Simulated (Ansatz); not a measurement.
`CCN[SiH3]` → `CCN` + `[SiH2]` at 500 K and 1 bar (silylene loss).

Isolated molecules relaxed with PBE0-D4/def2-TZVP in Ansatz; ΔE leaves out vibrations. CCSD(T)/CBS is the MP2 limit (def2-TZVPP, def2-QZVPP) plus CCSD(T) − MP2 in def2-TZVPP, frozen cores. This one scheme is used for every species. Each species was taken in one conformer, which may not be the lowest.

```tsv
species	CCSD(T)/CBS energy (Eh)	H − E (kJ/mol)	S (J/(mol·K))
`CCN[SiH3]`	-425.31370	328.2	397.4
`CCN`	-135.01652	275.2	315.2
`[SiH2]`	-290.19011	48.0	226.5
```

H − E and S are ideal-gas, rigid-rotor, harmonic terms from PBE0-D4/def2-TZVP, for one conformer and one mirror image of each species. 1 Eh = 2625.50 kJ/mol, R = 8.31446 J/(mol·K).

Problem. By hand: ΔE, ΔH, ΔS and ΔG.

Solution. ΔE = (-135.01652) + (-290.19011) − (-425.31370) = 0.10707 Eh = 281.1 kJ/mol. Δ(H − E) = 275.2 + 48.0 − 328.2 = -5.0, so ΔH = 276.1 kJ/mol. ΔS = 315.2 + 226.5 − 397.4 = 144.3 J/(mol·K). ΔG = 276.1 − 500 × (144.3)/1000 = 204.0 kJ/mol.

Problem. By hand: the equilibrium constant, and the temperature at which ΔG would vanish if ΔH and ΔS stayed fixed.

Solution. log₁₀ K = −ΔG/(RT ln 10) = -21.3. ΔG = 0 at ΔH/ΔS = 1913 K.

The number of gas molecules changes by +1, which sets the sign of ΔS. A doubt of 5 kJ/mol in ΔE shifts log₁₀ K by 0.5 here. Other conformers and mirror images would add mixing entropy, several J/(mol·K) or more a flexible species. Modes under 60 cm⁻¹, often nearly free rotors, make the harmonic entropy too high. These are equilibria of isolated gas molecules and say nothing of rates. Largest T1 diagnostic: 0.014 (customary marks: 0.02 for closed shells, 0.045 for open ones).
